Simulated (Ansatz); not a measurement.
`C#C[SiH](O)F` and `C#C[SiH2]F` differ in one atom or group.

Ansatz, PBE0-D4/def2-TZVP geometries, multiplicity 1. Each molecule was computed in one conformer, which needn't be the lowest.

| property | `C#C[SiH](O)F` |
| --- | --- |
| HOMO–LUMO gap (ωB97M-V/def2-TZVPP) / eV | 12.44 |
| LUMO energy (PBE/def2-TZVPP) / eV | -1.48 |
| zero-point energy (PBE0-D4/def2-TZVP) / kJ/mol | 119.6 |
| HOMO–LUMO gap (PBE/def2-TZVPP) / eV | 5.96 |
| HOMO–LUMO gap (B3LYP/def2-TZVPP) / eV | 7.69 |
| HOMO energy (PBE/def2-TZVPP) / eV | -7.44 |

(1) Give the same properties after the change, and the shifts. (Best estimate.)

Answers

(1) The calculation gave: 
| property | `C#C[SiH2]F` | shift |
| --- | --- | --- |
| HOMO–LUMO gap (ωB97M-V/def2-TZVPP) / eV | 11.90 | -0.54 |
| LUMO energy (PBE/def2-TZVPP) / eV | -1.80 | -0.32 |
| zero-point energy (PBE0-D4/def2-TZVP) / kJ/mol | 102.8 | -16.8 |
| HOMO–LUMO gap (PBE/def2-TZVPP) / eV | 5.53 | -0.43 |
| HOMO–LUMO gap (B3LYP/def2-TZVPP) / eV | 7.25 | -0.44 |
| HOMO energy (PBE/def2-TZVPP) / eV | -7.34 | 0.10 |

With PBE0 the HOMO rises by 0.16 eV and the LUMO falls by 0.33 eV, so the gap narrows by about 0.49 eV. PBE moves the HOMO by 0.10 eV and ωB97M-V by 0.20 eV. The zero-point energy changes by -16.8 kJ/mol with -3 modes.

B3LYP here is the variant with VWN-RPA as its local correlation; programs differ in this.
